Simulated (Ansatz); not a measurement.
Two isomers of CH4S2Si: A = `SC1[SiH2]S1`, B = `C[SiH]1SS1`.

Isolated molecules relaxed with PBE0-D4/def2-TZVP in Ansatz; ΔE leaves out vibrations. CCSD(T)/CBS adds triple-zeta CCSD(T) − MP2 to the extrapolated MP2 energy (def2 sets, frozen cores). DFT in def2-TZVPP. B3LYP here is the variant with VWN-RPA as its local correlation; programs differ in this. Each species was taken in one conformer, which may not be the lowest.

Problem. Which is lower in electronic energy at CCSD(T)/CBS, and by how much? (An estimate is asked.)

Solution. Computed: B, by 36.0 kcal/mol.

Problem. Give E(B) − E(A) in kcal/mol with CCSD/def2-TZVPP, BLYP-D4, CCSD(T)/def2-SVP, HF/def2-TZVPP, B2PLYP, ωB97M-V, B3LYP. (Best estimate.)

Solution. The calculation gave: CCSD/def2-TZVPP -34.9, BLYP-D4 -34.9, CCSD(T)/def2-SVP -29.6, HF/def2-TZVPP -36.1, B2PLYP -35.8, ωB97M-V -35.8, B3LYP -36.0. None reverses the order clearly.

Problem. Does the order hold for the free energy at 298.15 K (harmonic terms from PBE0-D4)? (Estimate.)

Solution. Ansatz gave: Yes: G(B) − G(A) = -33.5 kcal/mol, for one conformer each.

Largest T1 diagnostic: 0.013.

Leaving LDA and LC-ωPBE aside and taking each functional with its dispersion term where it has one, the values, not all of them listed here, spread over 2.6 kcal/mol, from B97M-V to ωB97X-V. LDA lies +1.6 kcal/mol from PBE without D4. From BLYP to BHLYP (50 % exact exchange), in def2-TZVPP and without D4, E(B) − E(A) moves by −1.0 kcal/mol.
